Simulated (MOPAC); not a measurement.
MOPAC input (MNDO):

```
MNDO PRECISE GNORM=0.05 LET XYZ GEO-OK AUX(PRECISION=9) THREADS=1
C4H10OSe

O    -3.57775600 1   -0.22719100 1    0.74756500 1
C    -3.23823000 1   -0.15243400 1   -0.63426000 1
C    -1.85295800 1   -0.70806800 1   -0.94101200 1
C    -0.73060000 1    0.05207600 1   -0.23382400 1
C     0.63246500 1   -0.56833000 1   -0.48992400 1
Se    2.13638400 1    0.41739300 1    0.33335700 1
H    -3.63875200 1   -1.15568500 1    0.99722400 1
H    -3.28087100 1    0.90940800 1   -0.88422100 1
H    -3.99082800 1   -0.66553500 1   -1.24472300 1
H    -1.70003400 1   -0.67765100 1   -2.02537000 1
H    -1.82277000 1   -1.76735000 1   -0.65769200 1
H    -0.93250000 1    0.07263300 1    0.83881700 1
H    -0.72588100 1    1.09306100 1   -0.56706100 1
H     0.67889600 1   -1.59817500 1   -0.13910700 1
H     0.87639900 1   -0.56948400 1   -1.55329500 1
H     1.65725700 1    0.24549600 1    1.71487700 1
```

From the output:

```
                                                       MOPAC v23.2.5 Linux

          FINAL HEAT OF FORMATION =        -55.66360 KCAL/MOL =    -232.89652 KJ/MOL

          COSMO AREA              =        157.21 SQUARE ANGSTROMS
          COSMO VOLUME            =        148.22 CUBIC ANGSTROMS

          GRADIENT NORM           =          0.04974          =       0.01243 PER ATOM
          IONIZATION POTENTIAL    =          8.734833 EV
          HOMO LUMO ENERGIES (EV) =         -8.735  0.113
          NO. OF FILLED LEVELS    =         19
          MOLECULAR WEIGHT        =        153.0824         POINT GROUP:  C1

          MOLECULAR DIMENSIONS (Angstroms)

            Atom       Atom       Distance
            H    16    H     9     6.70559
            H    15    H     7     4.41059
            H    14    H     8     2.97030

          SCF CALCULATIONS        =         71

   ATOM   CHEMICAL          X               Y               Z
  NUMBER   SYMBOL      (ANGSTROMS)     (ANGSTROMS)     (ANGSTROMS)

     1       O         -3.72983053  *  -0.22965863  *   0.68748787  *
     2       C         -3.27139297  *  -0.13943304  *  -0.62733786  *
     3       C         -1.85289312  *  -0.72600335  *  -0.86891478  *
     4       C         -0.69407520  *   0.01997859  *  -0.17844701  *
     5       C          0.68151986  *  -0.56438559  *  -0.48653612  *
     6      Se          2.15563757  *   0.46757387  *   0.29833871  *
     7       H         -3.95088077  *  -1.11937395  *   0.92416307  *
     8       H         -3.28859813  *   0.94680208  *  -0.90055444  *
     9       H         -3.97831903  *  -0.65375297  *  -1.33438448  *
    10       H         -1.68792349  *  -0.71650396  *  -1.97135574  *
    11       H         -1.84032044  *  -1.79809736  *  -0.56603816  *
    12       H         -0.84713326  *   0.01182444  *   0.92521380  *
    13       H         -0.70917479  *   1.09038366  *  -0.48903361  *
    14       H          0.78055576  *  -1.60391164  *  -0.11953029  *
    15       H          0.90463426  *  -0.55806336  *  -1.56926563  *
    16       H          1.99238917  *  -0.03269045  *   1.65390140  *

                             CARTESIAN COORDINATES

   1    O       -3.729830530    -0.229658634     0.687487872
   2    C       -3.271392972    -0.139433044    -0.627337856
   3    C       -1.852893123    -0.726003348    -0.868914785
   4    C       -0.694075198     0.019978592    -0.178447009
   5    C        0.681519856    -0.564385594    -0.486536120
   6   Se        2.155637567     0.467573869     0.298338706
   7    H       -3.950880769    -1.119373947     0.924163069
   8    H       -3.288598134     0.946802076    -0.900554442
   9    H       -3.978319033    -0.653752969    -1.334384481
  10    H       -1.687923494    -0.716503956    -1.971355740
  11    H       -1.840320437    -1.798097364    -0.566038162
  12    H       -0.847133262     0.011824443     0.925213799
  13    H       -0.709174795     1.090383663    -0.489033609
  14    H        0.780555759    -1.603911643    -0.119530287
  15    H        0.904634259    -0.558063363    -1.569265631
  16    H        1.992389170    -0.032690448     1.653901395

           Empirical Formula: C4 H10 O Se  =    16 atoms

      MOLECULAR POINT GROUP   :   C1

                  EIGENVALUES
 -42.78342 -38.92382 -31.32140 -25.24428 -22.48367 -18.67052 -18.30846 -16.44160
 -15.43573 -15.36900 -14.21421 -14.03362 -13.45296 -12.78795 -12.53378 -12.42103
 -11.66167 -11.22087  -8.73483   0.11319   0.65474   3.17555   3.28290   3.59588
   3.67294   4.04767   4.23783   4.42364   4.64412   4.89135   5.11602   5.25660
   5.47686   6.72248

              NET ATOMIC CHARGES AND DIPOLE CONTRIBUTIONS

  ATOM NO.   TYPE          CHARGE      No. of ELECS.   s-Pop       p-Pop
    1          O          -0.322156        6.3222     1.81900     4.50315
    2          C           0.154707        3.8453     1.22178     2.62352
    3          C          -0.044495        4.0445     1.22780     2.81669
    4          C          -0.008589        4.0086     1.21992     2.78867
    5          C          -0.069080        4.0691     1.24682     2.82226
    6         Se           0.021451        5.9785     1.95232     4.02623
    7          H           0.178983        0.8210     0.82102
    8          H           0.027684        0.9723     0.97232
    9          H          -0.017791        1.0178     1.01779
   10          H           0.009350        0.9906     0.99065
   11          H           0.003889        0.9961     0.99611
   12          H           0.019385        0.9806     0.98061
   13          H           0.020823        0.9792     0.97918
   14          H           0.024070        0.9759     0.97593
   15          H           0.029358        0.9706     0.97064
   16          H          -0.027590        1.0276     1.02759
 DIPOLE           X         Y         Z       TOTAL
 POINT-CHG.    -0.039    -0.354    -0.872     0.942
 HYBRID        -0.386    -1.234     0.120     1.299
 SUM           -0.425    -1.589    -0.752     1.809

          ATOMIC ORBITAL ELECTRON POPULATIONS

     Atom    s        px        py        pz
    1  O   1.81900   1.85917   1.32577   1.31822
    2  C   1.22178   0.89214   0.93639   0.79499
    3  C   1.22780   0.94302   0.93535   0.93832
    4  C   1.21992   0.90727   0.93987   0.94153
    5  C   1.24682   0.92752   0.94420   0.95054
    6 Se   1.95232   1.39166   1.57618   1.05838
    7  H   0.82102
    8  H   0.97232
    9  H   1.01779
   10  H   0.99065
   11  H   0.99611
   12  H   0.98061
   13  H   0.97918
   14  H   0.97593
   15  H   0.97064
   16  H   1.02759

 **********************
 *                    *
 * JOB ENDED NORMALLY *
 *                    *
 **********************

 == MOPAC DONE ==
```

The geometry given is a B3LYP-D3(BJ)/def2-TZVP minimum.
